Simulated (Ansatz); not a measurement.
`N=C1NB1F` + H₂ → `N=C1BN1` + H–F at 400 K and 1 bar (hydrogenolysis of a B–F bond).

Calculated with Ansatz (gas phase, PBE0-D4/def2-TZVP geometries, no zero-point term in ΔE). CBS: MP2 limit from def2 TZ/QZ plus the TZ coupled-cluster correction, frozen cores. This one scheme is used for every species. Each species was taken in one conformer, which may not be the lowest.

```csv
species,CCSD(T)/CBS energy (Eh),H − E (kJ/mol),S (J/(mol·K))
`N=C1NB1F`,-273.25823,134.5,314.1
H₂,-1.17544,38.0,139.0
`N=C1BN1`,-173.99997,145.8,290.2
H–F,-100.39570,36.5,182.2
```

H − E and S are ideal-gas, rigid-rotor, harmonic terms from PBE0-D4/def2-TZVP, for one conformer and one mirror image of each species. The MP2-based limit puts H₂ 0.8 mEh under its directly extrapolated value; such offsets cancel only in part. 1 Eh = 2625.50 kJ/mol, R = 8.31446 J/(mol·K).

Q: By hand: ΔE, ΔH, ΔS and ΔG.

A: ΔE = (-173.99997) + (-100.39570) − (-273.25823) − (-1.17544) = 0.03800 Eh = 99.8 kJ/mol. Δ(H − E) = 145.8 + 36.5 − 134.5 − 38.0 = 9.8, so ΔH = 109.6 kJ/mol. ΔS = 290.2 + 182.2 − 314.1 − 139.0 = 19.3 J/(mol·K). ΔG = 109.6 − 400 × (19.3)/1000 = 101.9 kJ/mol.

Q: By hand: the equilibrium constant, and the temperature at which ΔG would vanish if ΔH and ΔS stayed fixed.

A: log₁₀ K = −ΔG/(RT ln 10) = -13.3. ΔG = 0 at ΔH/ΔS = 5679 K, far beyond where these terms or the molecules hold.

ΔH outweighs TΔS. A doubt of 5 kJ/mol in ΔE shifts log₁₀ K by 0.7 here. Other conformers and mirror images would add mixing entropy, several J/(mol·K) or more a flexible species. These are equilibria of isolated gas molecules and say nothing of rates. Largest T1 diagnostic: 0.015 (customary marks: 0.02 for closed shells, 0.045 for open ones).
